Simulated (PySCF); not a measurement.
## How the method moves the HOMO and LUMO of `Cl/C=C/B(Cl)Cl`

Species: C₂H₂BCl₃.
Z-matrix (Å and degrees, PBE0-D3(BJ)/def2-SVP geometry), rows numbered from 1:
```
Cl
C   1  1.7114
C   2  1.3424  1  124.29
B   3  1.5376  2  121.43  1  -179.87
Cl  4  1.7589  3  121.92  2    -0.79
Cl  4  1.7528  3  119.92  2   179.23
H   2  1.0943  1  113.25  3  -179.90
H   3  1.0944  2  118.78  1     0.02
```

Basis pcSseg-2 throughout (PySCF), one geometry. Isolated species at its PBE0-D3(BJ)/def2-SVP geometry, gas phase.

Problem. How do the orbital energies, the gap and the dipole change with the method?

Solution. 
| method | kind | HOMO (eV) | LUMO (eV) | gap (eV) | μ (D) | SCF cycles |
| --- | --- | --- | --- | --- | --- | --- |
| BLYP | GGA | -6.88 | -3.11 | 3.77 | 1.04 | 14 |
| B97-D | GGA | -7.01 | -3.15 | 3.86 | 1.04 | 15 |
| PBE | GGA | -7.07 | -3.29 | 3.77 | 1.05 | 15 |
| OPBE | GGA | -7.08 | -3.22 | 3.86 | 1.05 | 16 |
| KT2 | GGA | -7.10 | -3.28 | 3.82 | 1.05 | 15 |
| KT3 | GGA | -7.11 | -3.23 | 3.87 | 1.04 | 15 |
| BP86 | GGA | -7.16 | -3.37 | 3.78 | 1.05 | 15 |
| LDA | LDA | -7.25 | -3.54 | 3.71 | 1.05 | 15 |
| B3LYP | global hybrid | -7.95 | -2.62 | 5.33 | 1.00 | 14 |
| HF | Hartree–Fock | -10.65 | 1.17 | 11.82 | 0.96 | 12 |

The HOMO spans 3.77 eV, from BLYP down to HF, and the gap runs from 3.71 eV (LDA) to 11.82 eV (HF). Over the methods BLYP (0 %), B97-D (0 %), PBE (0 %), OPBE (0 %), KT2 (0 %), KT3 (0 %), BP86 (0 %), LDA (0 %), B3LYP (20 %), HF (100 %), a straight line through the gap against the share of exact exchange rises by 0.80 eV for each 10 % (correlation coefficient 1.000). The dipole ranges from 0.96 D (HF) to 1.05 D (LDA). This basis has no diffuse functions.
